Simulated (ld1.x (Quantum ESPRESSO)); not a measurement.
Ti (Z = 22): PAW pseudisation with PBE, scalar-relativistic reference atom.

```
Element                 : Ti
Generator               : ld1.x (Quantum ESPRESSO) 7.5
Type                    : PAW
Functional              : PBE
Relativity              : scalar-relativistic
Frozen core             : [Ar]
Valence charge          : 4
Reference configuration : 3d1 4s0 4p0 (charge +3)
Partial waves           : 4s (bound, empty): rcut 2.15, rcutus 2.45 bohr; 4s channel at 0.15 Ry: rcut 2.15, rcutus 2.45 bohr; 4p (bound, empty): rcut 1.70, rcutus 2.30 bohr; 4p channel at -0.05 Ry: rcut 1.70, rcutus 2.30 bohr; 3d (bound): rcut 1.80, rcutus 2.30 bohr; 3d channel at -2.2 Ry: rcut 1.80, rcutus 2.30 bohr
Local potential         : all-electron potential smoothed inside 2.25 bohr (lloc = -1)
Core correction         : a·sin(br)/r model core, default radius (ld1.x builds one for every PAW set, though the input has nlcc=.false.)
Augmentation charge     : BG, radius 1.35 bohr
```

All-electron outer shells of the reference configuration (PBE, scalar-relativistic, ld1.x):

```
shell  level (eV)  outermost node (bohr)  outermost maximum (bohr)
   3p      -70.92                   0.37                      0.89
   3d      -34.69                      –                      0.92
   4s      -26.44                   1.20                      2.39
   4p      -20.90                   1.30                      2.67
```

Problem. Does the generator finish with these settings?

Solution. Yes, a potential is produced.

Problem. Estimate the cutoffs (Ry, on a coarse ladder) from which the occupation-weighted sum of valence levels, in a spherical-Bessel basis at the reference potential, stays within 10 and 1 mRy of its value at 400 Ry.

Solution. 18 Ry and 21 Ry.

Problem. Does the potential have ghost states?

Solution. Ghost state, extra bound levels that the all-electron valence spectrum of the same l lacks: p at -19.1 eV. A true bound ghost makes a file unfit for plane-wave use. The logarithmic derivative shows an extra or strongly shifted pseudo pole above the reference energy (p near -1.45 Ry).

Problem. Is the overlap operator S = 1 + Σ q|β⟩⟨β| positive definite (Bessel basis up to 400 Ry)?

Solution. Yes: its lowest eigenvalue is 0.54 (s channel).

Test run stopped at test 1 of 7 (negative rho).
